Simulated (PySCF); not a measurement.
CH₅F₂NOSi, SMILES NC[Si](F)(O)F. Atoms are numbered in the order given.

```xyz
11

N     -1.9513    -1.1482     0.6897
C     -0.6040    -1.3844     0.1768
Si     0.3573     0.1737    -0.1192
O      0.4529     1.0048     1.2913
F      1.8328    -0.0759    -0.7289
F     -0.3928     1.0950    -1.2199
H     -1.9102    -0.6074     1.5519
H     -2.4915    -0.5918     0.0295
H     -0.6608    -1.9684    -0.7574
H     -0.0496    -2.0297     0.8796
H      0.8091     1.8980     1.2845
```

Coordinates come from a PBE0-D3(BJ)/def2-SVP optimisation. The structure was generated by enumeration, and PubChem lists no compound with its InChIKey, so it may never have been made. One conformer was computed; it need not be the lowest.

Two levels are set side by side: PBE/pcSseg-1 (PySCF) and HF/pcSseg-1 (PySCF). GIAO shifts against CFCl3 (¹⁹F), H2O (¹⁷O), NH3 (¹⁵N), TMS (²⁹Si), TMS (¹H), TMS (¹³C) at the same level; non-relativistic, no solvent, atoms listed together averaged. Differences are taken from unrounded values.

```csv
quantity,HF
δ(¹⁵N) of N1 (ppm),4.9
δ(¹³C) of C2 (ppm),22.2
δ(²⁹Si) of Si3 (ppm),-51.3
δ(¹⁷O) of O4 (ppm),30.6
"δ(¹H) of H9, H10 (ppm)",2.37
δ(¹H) of H11 (ppm),2.97
```

Problem. What does PBE give, and how far is it from HF? (An estimate is asked for; the answer gives what the named calculation found.)

Solution. 
```tsv
quantity	PBE	PBE minus HF
δ(¹⁵N) of N1 (ppm)	21.7	16.8
δ(¹³C) of C2 (ppm)	29.8	7.6
δ(²⁹Si) of Si3 (ppm)	-45.8	5.4
δ(¹⁷O) of O4 (ppm)	56.8	26.2
δ(¹H) of H9, H10 (ppm)	2.67	0.31
δ(¹H) of H11 (ppm)	2.24	-0.73
```

Rough cost on one machine, each run with all the roots and properties that it gave: HF against PBE within a factor of 2.
